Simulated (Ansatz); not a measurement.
`C[BH][InH2]` + `O[SiH3]` → `[SiH3][O][InH2]` + `BC` at 600 K and 1 bar (cleavage of the In–B bond).

Calculated with Ansatz (gas phase, PBE0-D4/def2-TZVP geometries, no zero-point term in ΔE). CCSD(T)/CBS adds triple-zeta CCSD(T) − MP2 to the extrapolated MP2 energy (def2 sets, frozen cores). This one scheme is used for every species. Elements past krypton have def2 core potentials. For In outer-core shells are correlated without core-valence functions, which leaves a few kJ/mol of doubt a bond.

| species | CCSD(T)/CBS energy (Eh) | H − E (kJ/mol) | S (J/(mol·K)) |
| --- | --- | --- | --- |
| `C[BH][InH2]` | -256.21482 | 209.7 | 409.6 |
| `O[SiH3]` | -366.69042 | 135.7 | 307.9 |
| `[SiH3][O][InH2]` | -557.10255 | 160.7 | 422.8 |
| `BC` | -65.83255 | 180.5 | 296.9 |

H − E and S are ideal-gas, rigid-rotor, harmonic terms from PBE0-D4/def2-TZVP, for one conformer and one mirror image of each species. 1 Eh = 2625.50 kJ/mol, R = 8.31446 J/(mol·K).

By hand: ΔE, ΔH, ΔS and ΔG.

ΔE = (-557.10255) + (-65.83255) − (-256.21482) − (-366.69042) = -0.02986 Eh = -78.4 kJ/mol. Δ(H − E) = 160.7 + 180.5 − 209.7 − 135.7 = -4.2, so ΔH = -82.6 kJ/mol. ΔS = 422.8 + 296.9 − 409.6 − 307.9 = 2.2 J/(mol·K). ΔG = -82.6 − 600 × (2.2)/1000 = -83.9 kJ/mol.

By hand: the equilibrium constant, and the temperature at which ΔG would vanish if ΔH and ΔS stayed fixed.

log₁₀ K = −ΔG/(RT ln 10) = 7.3. ΔH and −TΔS have one sign here, so there is no such temperature. One of them is within its doubt of zero, so this could turn.

The number of gas molecules stays the same, so ΔS is small and ΔH decides. A doubt of 5 kJ/mol in ΔE shifts log₁₀ K by 0.4 here. Other conformers and mirror images would add mixing entropy, several J/(mol·K) or more a flexible species. Modes under 60 cm⁻¹, often nearly free rotors, make the harmonic entropy too high. These are equilibria of isolated gas molecules and say nothing of rates. Largest T1 diagnostic: 0.015 (customary marks: 0.02 for closed shells, 0.045 for open ones).
